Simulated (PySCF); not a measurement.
Si(H)2(Me)(iPr), SMILES C[SiH2]C(C)C (GFN2-xTB optimised geometry):

```
17

Si     0.543    -1.471     0.000
C     -0.093    -2.384     1.538
C     -0.071     0.340     0.000
C      0.489     1.108    -1.194
C     -1.596     0.427     0.004
H      0.060    -2.149    -1.212
H      2.013    -1.471     0.000
H     -1.176    -2.475     1.532
H      0.317    -3.388     1.583
H      0.190    -1.872     2.453
H      0.290     0.835     0.909
H      0.145     0.667    -2.127
H      0.166     2.149    -1.173
H      1.577     1.089    -1.191
H     -2.009    -0.051    -0.883
H     -2.013    -0.062     0.882
H     -1.923     1.467     0.009
```

Level of theory: B3LYP/def2-SVP in PySCF 2.14.0.

Question: What are the frontier orbital energies and the dipole moment?

Answer: HOMO-2 -8.86 eV, HOMO-1 -8.60 eV, HOMO -7.64 eV, LUMO 1.29 eV, LUMO+1 1.33 eV; dipole moment 0.63 D.

On the same geometry PBE/def2-SVP run with PySCF 2.14.0 gives HOMO-2 -7.67 eV, HOMO-1 -7.49 eV, HOMO -6.57 eV, LUMO 0.70 eV, LUMO+1 0.76 eV; dipole moment 0.68 D.

Meta-Löwdin charges at B3LYP/def2-SVP: Si1 0.65, C2 -0.53, C3 -0.26, C4 -0.28, C5 -0.28, H6 -0.12, H7 -0.12, H8 0.11, H9 0.11, H10 0.11, H11 0.09, H12 0.09, H13 0.09, H14 0.09, H15 0.09, H16 0.09, H17 0.09.
